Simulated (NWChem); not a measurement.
System: C3H8BN; SMILES C1CCB1N

```xyz
13

N      0.0058    -1.9908     0.0000
B     -0.0053    -0.5935     0.0000
C     -0.0079     0.5120     1.1546
C      0.0134     1.5709     0.0000
C     -0.0079     0.5120    -1.1546
H      0.0106    -2.5489    -0.8547
H      0.0106    -2.5489     0.8547
H      0.8740     0.5360     1.8292
H     -0.9115     0.5493     1.7996
H      0.9227     2.2063     0.0000
H     -0.8632     2.2508     0.0000
H     -0.9115     0.5493    -1.7996
H      0.8740     0.5360    -1.8292
```
Atoms are numbered in this order, from 1.

All runs: NWChem. Pople sets run with spherical d functions. STO-3G and 3-21G are far too small for this property and stand as cheap habits. The geometry was optimised at PBE-D3(BJ)/def2-SVP. No frequency run checked for a minimum. B3LYP is NWChem's, with the RPA form of VWN correlation. Field at 589 nm.

Question: Among these, which level gives the lowest value of “anisotropy (bohr³)”?
A) B3LYP/STO-3G
B) B3LYP/def2-SVP
C) B3LYP/6-31G*

Answer: A, B3LYP/STO-3G. Values: B3LYP/STO-3G 14.8; B3LYP/def2-SVP 16.9; B3LYP/6-31G* 17.5
